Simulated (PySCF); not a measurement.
A structure optimised at ωB97X-D3(BJ)/def2-TZVP, used in a PySCF frequency run:

```
Si
N 1 1.7037
H 2 1.0079 1 120.54
H 2 1.0079 3 111.33 1 149.72
H 1 1.4751 2 108.63 3 -168.36
H 1 1.4751 5 113.32 2 -120.83
Cl 1 2.0698 5 105.81 6 -115.50
```
Charge 0, spin multiplicity 1.

Task: Write its SMILES, formula and point group.

Result: N[SiH2]Cl, ClH₄NSi, Cs

Task: What are its rotational constants (standard atomic weights)?

Result: 19.120, 3.7963, 3.3549 GHz
